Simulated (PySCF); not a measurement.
A run for PySCF: R-B3LYP/6-31G* on CH3Br (SMILES CBr) with ghost functions, monomers drawn apart or pushed together.

```python
from pyscf import gto, scf, dft, mp
from pyscf.data.elements import chemcore

mol = gto.M(
    atom='''
    C     0.56677297    1.03513615    6.06306017
    Br   -0.08598077   -0.75464478    6.51235663
    H     0.60259522    1.10733824    4.98213776
    H     1.55382049    1.14314170    6.49865074
    H    -0.12885378    1.75294819    6.48320840
    ghost-C    0.05417364    0.05640722    0.16268498
    ghost-H   -0.12555833   -0.57143035    1.03421359
    ghost-H   -0.57916204    0.94176924    0.21288607
    ghost-H    1.10137235    0.35710060    0.13704253
    ghost-H   -0.18084523   -0.50195570   -0.74246462
    ''',
    basis='6-31g*',
    cart=True,
    charge=0, spin=0, verbose=3, max_memory=1800)
mf = dft.RKS(mol, xc='b3lyp')
mf.conv_tol = 1e-8
mf.max_cycle = 100
mf.kernel()
if not mf.converged:
    mf = mf.newton().run(mf.mo_coeff, mf.mo_occ)
```

Predict the final total energy.

-2613.7955 hartree.
